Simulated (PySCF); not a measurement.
Computed with delta-SCF UKS SCAN, pcX-2 on the ionised atom, pcseg-1 elsewhere, spin-free X2C (PySCF). Geometries: PBE0-D3(BJ)/def2-SVP; isolated species, one conformer each. Values against the vacuum level.

Problem. Order these sites by rising C 1s binding energy.
A. C8 in `[CH3:1]/[N:2]=[CH:3]/[C@@H:4]1[CH2:5][NH:6][SiH2:7][CH2:8]1`
B. C1 in `[CH3:1][CH2:2][GeH3:3]`
C. C2 in `[CH:1]1=[CH:2][GeH2:3][CH:4]=[CH:5]1`
D. C3 in `[CH3:1][O:2][CH2:3][CH2:4][C:5](=[O:6])[OH:7]`

Solution. C (289.67 eV), A (290.00 eV), B (290.73 eV), D (292.26 eV).

From the lowest up, the atoms are bonded to: C (double bond), H and Ge (289.67); C, 2 H and Si (290.00); C and 3 H (290.73); O, C and 2 H (292.26).

Problem. Rank by computed Si 1s binding energy, lowest first.
A. Silicon in `C/N=C/[C@@H]1CN[SiH2]C1`
B. Silicon in `[SiH2](F)CCl`
C. Silicon in `C[SiH](C)O[SiH](C)C`

Solution. A (1846.39 eV), C (1846.66 eV), B (1848.25 eV).

From the lowest up, the atoms are bonded to: N, C and 2 H (1846.39); O, 2 C and H (1846.66); F, C and 2 H (1848.25).
